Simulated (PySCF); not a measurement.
AlF₂HS, SMILES [F][Al]([SH])[F].

Coordinates come from a B3LYP-D3(BJ)/def2-SVP optimisation. One conformer was computed; it need not be the lowest.

Vertical ionisation energy (IE) and electron affinity (EA) in eV. Rows of orbital energies are one-electron estimates. Where ΔSCF, EOM or ADC give a negative EA the extra electron is unbound and the value depends on the basis.

```csv
level,IE,EA
"−ε(HOMO), −ε(LUMO), HF/def2-TZVPD (PySCF)",11.17,-0.67
ADC(2)/aug-cc-pVDZ (PySCF),10.55,-0.07
```

Q: Beyond the first one, list the lowest photoelectron lines from PySCF with ADC(2)/aug-cc-pVDZ with their pole strengths (two spins summed). (Estimate from the structure and the level; the computed values follow.)

A: 12.02 eV (1.81), 13.38 eV (1.74), 13.72 eV (1.74), 14.08 eV (1.75), 14.15 eV (1.74).
